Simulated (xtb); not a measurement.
ClMg, charge +1, singlet, at a GFN2-xTB geometry (such geometries of metal compounds can be far from the true shape); GFN2-xTB (xtb).

Here is a job for xtb.
```
$ xtb mol.xyz --gfn 2 --chrg 1 --json

# file mol.xyz
2

Mg    -0.00000000    -0.00000000    -1.21080290
Cl     0.00000000     0.00000000     0.85468440
```

What does xtb print? Leave out banner, timings and long lists.


```
   ID    Z sym.   atoms
    1   12 Mg     1
    2   17 Cl     2

           -------------------------------------------------
          |                Calculation Setup                |
           -------------------------------------------------

           -------------------------------------------------
          |                 G F N 2 - x T B                 |
           -------------------------------------------------

          ...................................................
          :                      SETUP                      :
          :.................................................:
          :  # basis functions                  20          :
          :  # atomic orbitals                  18          :
          :  # shells                            6          :
          :  # electrons                         8          :
          :  max. iterations                   250          :
          :  Hamiltonian                  GFN2-xTB          :
          :  restarted?                      false          :
          :  GBSA solvation                  false          :
          :  PC potential                    false          :
          :  electronic temp.          300.0000000     K    :
          :  accuracy                    1.0000000          :
          :  -> integral cutoff          0.2500000E+02      :
          :  -> integral neglect         0.1000000E-07      :
          :  -> SCF convergence          0.1000000E-05 Eh   :
          :  -> wf. convergence          0.1000000E-03 e    :
          :  Broyden damping             0.4000000          :
          :  net charge                          1          :
          :  unpaired electrons                  0          :
          ...................................................

 iter      E             dE          RMSdq      gap      omega  full diag
   1     -1.6845695 -0.168457E+01  0.348E+01    2.00       0.0  T
   2     -3.8683531 -0.218378E+01  0.201E+01   14.59       1.0  T
   3     -4.1872869 -0.318934E+00  0.216E+01    6.08       1.0  T
   4     -4.2776363 -0.903494E-01  0.212E+01    4.93       1.0  T
   5     -4.2629246  0.147117E-01  0.143E+01    5.17       1.0  T
   6     -3.9922044  0.270720E+00  0.216E+01    1.11       1.0  T
   7     -4.0315073 -0.393030E-01  0.211E+01    1.11       1.0  T
   8     -4.1527911 -0.121284E+00  0.194E+01    1.08       1.0  T
   9     -4.2385891 -0.857981E-01  0.159E+01    1.07       1.0  T
  10     -4.5841711 -0.345582E+00  0.107E+01    2.58       1.0  T
  11     -4.6349356 -0.507646E-01  0.659E+00    2.19       1.0  T
  12     -4.6379958 -0.306016E-02  0.492E+00    1.76       1.0  T
  13     -4.6475384 -0.954263E-02  0.453E+00    1.92       1.0  T
  14     -4.6462522  0.128629E-02  0.358E+00    1.88       1.0  T
  15     -4.6486317 -0.237955E-02  0.219E+00    1.95       1.0  T
  16     -4.6493468 -0.715093E-03  0.113E+00    1.99       1.0  T
  17     -4.6494485 -0.101678E-03  0.706E-01    2.03       1.0  T
  18     -4.6495253 -0.768498E-04  0.550E-01    2.03       1.0  T
  19     -4.6494758  0.495231E-04  0.364E-01    2.04       1.0  T
  20     -4.6495671 -0.913316E-04  0.203E-01    2.03       1.0  T
  21     -4.6495762 -0.908459E-05  0.864E-02    2.03       1.0  T
  22     -4.6495774 -0.115617E-05  0.369E-02    2.02       1.9  T
  23     -4.6495774 -0.179808E-07  0.149E-02    2.02       4.7  T
  24     -4.6495777 -0.299112E-06  0.304E-03    2.02      23.3  T
  25     -4.6495777 -0.160169E-07  0.808E-04    2.02      87.5  T
  26     -4.6495777 -0.215248E-09  0.170E-04    2.02     416.3  T

   *** convergence criteria satisfied after 26 iterations ***

         :::::::::::::::::::::::::::::::::::::::::::::::::::::
         ::                     SUMMARY                     ::
         :::::::::::::::::::::::::::::::::::::::::::::::::::::
         :: total energy              -4.642068762555 Eh    ::
         :: gradient norm              0.000068493060 Eh/a0 ::
[...]
         :: -> isotropic ES            0.176295840839 Eh    ::
         :: -> anisotropic ES         -0.005131283749 Eh    ::
         :: -> anisotropic XC         -0.002104052143 Eh    ::
         :: -> dispersion             -0.000752696103 Eh    ::
         :: repulsion energy           0.007508951135 Eh    ::
         :: add. restraining           0.000000000000 Eh    ::
         :: total charge               1.000000000000 e     ::
         :::::::::::::::::::::::::::::::::::::::::::::::::::::

           -------------------------------------------------
          |                Property Printout                |
           -------------------------------------------------

    * Orbital Energies and Occupations

         #    Occupation            Energy/Eh            Energy/eV
      -------------------------------------------------------------
         1        2.0000           -1.2942894             -35.2194
         2        2.0000           -0.7484808             -20.3672
         3        2.0000           -0.7070078             -19.2387
         4        2.0000           -0.7070078             -19.2387 (HOMO)
         5                         -0.6326433             -17.2151 (LUMO)
         6                         -0.3784571             -10.2983
         7                         -0.3784571             -10.2983
         8                         -0.3238883              -8.8134
         9                         -0.2576186              -7.0102
        10                         -0.2576186              -7.0102
        11                         -0.2528993              -6.8817
        12                         -0.2528993              -6.8817
        13                         -0.2465521              -6.7090
        14                         -0.2395572              -6.5187
        15                         -0.2395572              -6.5187
       ...                                ...                  ...
        18                          0.5908523              16.0779
      -------------------------------------------------------------
                  HL-Gap            0.0743645 Eh            2.0236 eV
             Fermi-level           -0.6698256 Eh          -18.2269 eV

     #   Z          covCN         q      C6AA      α(0)
     1  12 Mg       0.733     0.650   336.044    55.577
     2  17 Cl       0.733     0.350    89.087    14.437

 Mol. C6AA /au·bohr⁶  :        703.687773
 Mol. C8AA /au·bohr⁸  :      50828.868972
 Mol. α(0) /au        :         70.013744

Wiberg/Mayer (AO) data.
largest (>0.10) Wiberg bond orders for each atom

 ---------------------------------------------------------------------------
     #   Z sym  total        # sym  WBO       # sym  WBO       # sym  WBO
 ---------------------------------------------------------------------------
     1  12 Mg   1.796 --     2 Cl   1.796
     2  17 Cl   1.796 --     1 Mg   1.796
 ---------------------------------------------------------------------------

Topologies differ in total number of bonds
Writing topology from bond orders to xtbtopo.mol

molecular dipole:
                 x           y           z       tot (Debye)
 q only:        0.000       0.000      -0.922
   full:       -0.000       0.000      -1.560       3.965
molecular quadrupole (traceless):
                xx          xy          yy          xz          yz          zz
 q only:       -2.158       0.000      -2.158       0.000       0.000       4.316
  q+dip:       -4.590       0.000      -4.590      -0.000       0.000       9.180
   full:       -3.555      -0.000      -3.555      -0.000      -0.000       7.111

           -------------------------------------------------
          | TOTAL ENERGY               -4.642068762555 Eh   |
          | GRADIENT NORM               0.000068493060 Eh/α |
          | HOMO-LUMO GAP               2.023560270092 eV   |
           -------------------------------------------------

normal termination of xtb
```
